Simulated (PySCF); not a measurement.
CH₆FNOSi. Atoms are numbered in the order given.

```xyz
11

Si     0.3831    -0.4133     0.2484
N      1.9027     0.2823     0.5519
F      0.1853    -0.9850    -1.2711
O     -0.7363     0.7872     0.4165
C     -2.0464     0.7781    -0.1091
H      0.1867    -1.5864     1.1292
H      2.7071    -0.2691     0.8268
H      2.1534     1.2036     0.2100
H     -2.4331     1.8091    -0.1100
H     -2.7233     0.1599     0.5088
H     -2.0718     0.3926    -1.1431
```

Geometry optimised at B3LYP-D3(BJ)/def2-SVP. This is a generated structure with no PubChem entry under its InChIKey; it may be hypothetical. The values are those of a single conformer.

All values below come from PySCF with PBE0/def2-TZVP.

Atomic charges (e):

```tsv
atom	IAO	Löwdin
Si1	1.48	-0.05
N2	-0.88	-0.24
F3	-0.56	-0.03
O4	-0.65	0.07
C5	-0.20	-0.37
H6	-0.18	-0.05
H7	0.28	0.16
H8	0.28	0.16
H9	0.15	0.11
H10	0.13	0.11
H11	0.14	0.11
```

**Question.** Give the Mayer and Wiberg (Löwdin basis) orders of the bonds. (Estimate from the structure and the level; the computed values follow.)

**Answer.** 
| bond | Mayer | Wiberg |
|---|---|---|
| Si1–N2 | 1.21 | 1.59 |
| Si1–F3 | 1.06 | 1.64 |
| Si1–O4 | 1.19 | 1.55 |
| O4–C5 | 0.95 | 1.52 |
| Si1–H6 | 0.94 | 0.91 |
| N2–H7 | 0.91 | 0.95 |
| N2–H8 | 0.91 | 0.95 |
| C5–H9 | 0.97 | 0.94 |
| C5–H10 | 0.97 | 0.94 |
| C5–H11 | 0.97 | 0.94 |
